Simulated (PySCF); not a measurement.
This PySCF input asks for the NMR shieldings of `CC([B@H-]([N+]#C)CC=C)C`, C$_{7}$H$_{14}$BN; the geometry comes from GFN2-xTB.

```python
import basis_set_exchange as bse
import numpy as np
from pyscf import gto, dft
from pyscf.prop import nmr

atoms = """
C    -0.170956    2.463576   -0.726079
N     0.000134    1.483777   -0.149361
B     0.153021    0.192042    0.476532
C     1.259700   -0.627472   -0.448087
C     2.622781   -0.050578   -0.325492
C     3.642517   -0.629673    0.285072
C    -1.344992   -0.519533    0.471793
C    -1.935528   -0.716037   -0.923793
C    -2.338306    0.251527    1.342237
H    -0.317296    3.367354   -1.244353
H     0.546790    0.382788    1.582258
H     1.269785   -1.668105   -0.125378
H     0.955078   -0.601781   -1.496166
H     2.752954    0.934192   -0.762819
H     4.608644   -0.159421    0.364603
H     3.549996   -1.605797    0.732628
H    -1.217267   -1.510612    0.918862
H    -2.079285    0.241309   -1.424825
H    -1.285565   -1.331410   -1.540681
H    -2.905680   -1.209740   -0.862543
H    -3.289844   -0.276391    1.407334
H    -1.949952    0.376693    2.350064
H    -2.531481    1.240276    0.927089
"""
names = dict.fromkeys(["C", "N", "B", "H"], "pcSseg-1")
basis = {el: gto.basis.parse(bse.get_basis(n, elements=[el], fmt="nwchem")) for el, n in names.items()}
mol = gto.M(atom=atoms, basis=basis, charge=0, verbose=0)
mf = dft.RKS(mol, xc="PBE0")
mf.grids.level = 2
mf.grids.alignment = dft.numint.BLKSIZE   # the property module wants whole blocks of grid points
mf.conv_tol = 1e-9
mf.kernel()

calc = nmr.RKS(mf)   # GIAO
C = mf.mo_coeff
Co = C[:, mf.mo_occ > 0]
resp = mf.gen_response(singlet=True, hermi=2)
def vind(x):   # induced exchange potential for any number of trial vectors
    d = np.einsum("pi,xij,qj->xpq", C, 2 * x.reshape(-1, C.shape[1], Co.shape[1]), Co, optimize=True)
    return np.einsum("xpq,pi,qj->xij", resp(d - d.transpose(0, 2, 1)), C, Co, optimize=True).ravel()
mo1, _ = nmr.rhf.solve_mo1(calc, with_cphf=vind)
sigma = calc.kernel(mo1)
for i, s in enumerate(sigma):   # ppm
    w = np.linalg.eigvalsh((s + s.T) / 2)
    print("%2d %-2s iso %8.1f  s11 %8.1f  s22 %8.1f  s33 %8.1f" % (i, mol.atom_pure_symbol(i), w.mean(), *w))
```

Problem. What are the results?

Solution. 
```
 0 C  iso     74.5  s11      2.9  s22      7.5  s33    213.1
 1 N  iso     21.4  s11   -147.2  s22   -137.0  s33    348.6
 2 B  iso    127.7  s11    118.6  s22    128.6  s33    136.0
 3 C  iso    148.0  s11    133.8  s22    148.4  s33    161.8
 4 C  iso     35.9  s11    -94.8  s22     41.7  s33    161.0
 5 C  iso     71.7  s11    -36.8  s22     96.6  s33    155.3
 6 C  iso    160.6  s11    154.9  s22    161.2  s33    165.8
 7 C  iso    168.5  s11    154.3  s22    162.8  s33    188.4
 8 C  iso    163.0  s11    142.1  s22    158.4  s33    188.7
 9 H  iso     27.2  s11     22.8  s22     23.7  s33     35.2
10 H  iso     29.8  s11     28.0  s22     29.3  s33     32.2
11 H  iso     30.1  s11     25.7  s22     30.2  s33     34.2
12 H  iso     30.4  s11     26.5  s22     31.4  s33     33.2
13 H  iso     25.3  s11     22.0  s22     23.9  s33     29.9
14 H  iso     26.7  s11     23.6  s22     25.5  s33     31.1
15 H  iso     26.5  s11     23.2  s22     25.5  s33     30.9
16 H  iso     30.6  s11     26.9  s22     28.7  s33     36.1
17 H  iso     31.3  s11     27.5  s22     30.7  s33     35.8
18 H  iso     30.6  s11     25.1  s22     29.9  s33     36.8
19 H  iso     30.8  s11     26.4  s22     28.2  s33     37.7
20 H  iso     30.7  s11     26.2  s22     28.0  s33     37.7
21 H  iso     30.5  s11     25.8  s22     28.2  s33     37.5
22 H  iso     31.1  s11     27.2  s22     30.6  s33     35.6
```

These numbers come from an equivalent density-fitted implementation of the same equations, which agrees with the script to about 0.01 ppm for H and up to a few tenths of a ppm for heavy atoms, so last digits may differ.

Size and cost of the density-fitted run: 223 basis functions, 46 s wall time on 1 thread of an Arm Neoverse V2, shared host; peak memory 1 GiB.
